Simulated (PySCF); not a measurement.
Ionisation of methyl diselenide

Parent: methyl diselenide, `C[Se][Se]C` (C2H6Se2). Non-hydrogen atoms are numbered in `[CH3:1][Se:2][Se:3][CH3:4]`.

Computed at ωB97X-D3(BJ)/ma-def2-TZVP // PBE0-D3(BJ)/def2-SVP with PySCF (density fitting, grid level 2). The prefix ma- adds one diffuse s and one diffuse p function on all atoms but H. Thermal corrections: PBE0-D3(BJ)/def2-SVP frequencies, unscaled, ideal gas at 298.15 K and 1 bar, quasi-RRHO entropy.

Frontier levels of the parent: HOMO -8.83 eV, LUMO 0.76 eV.

Oxidation to the radical cation:
- Vertical ionisation energy (electronic): 8.70 eV
- Adiabatic ionisation energy (with zero-point energy): 7.99 eV
- Adiabatic, electronic part: 7.99 eV
- Vertical gap at the product's structure: 7.54 eV
- Inner reorganisation energy (four-point): 1156 meV
- Relaxation of product / of parent: 710 / 447 meV
- ⟨S²⟩ of the product: 0.757
- Largest spin populations: Se3 0.49, Se2 0.49
- Largest changes of atomic charge: Se3 0.38, Se2 0.38
- Distances that move most (Å): Se2–Se3 2.314 → 2.283; Se3–C4 1.951 → 1.933; C1–Se2 1.950 → 1.933
- Potential in acetonitrile: 5.76 V absolute, 1.22 V against Fc+/Fc computed at 4.54 V (solvation -14 → -229 kJ/mol)

Solvents are IEF-PCM continua (electrostatics only, gas-phase structures); absolute potentials refer to an electron at rest in vacuum. Fc+/Fc in acetonitrile, 4.54 V, is ωB97X-D3(BJ)/ma-def2-TZVP on PBE0-D3(BJ)/def2-SVP structures with GFN2-xTB thermal terms. Benchmark calculations put it near 5.0 V in acetonitrile and DMSO, so it is about 0.5 V low, and the value against it can read up to that much too high.

Measured values (NIST Chemistry WebBook, evaluated or the median of agreeing entries): vertical ionisation energy 8.56 eV (computed 8.70, difference 0.14); adiabatic ionisation energy 8.10 eV (computed 7.99, difference -0.11).

Known limits: spin-orbit coupling is left out of the energies, which matters for open shells on the heavier atoms; atoms from Ga to Kr are treated without relativity.
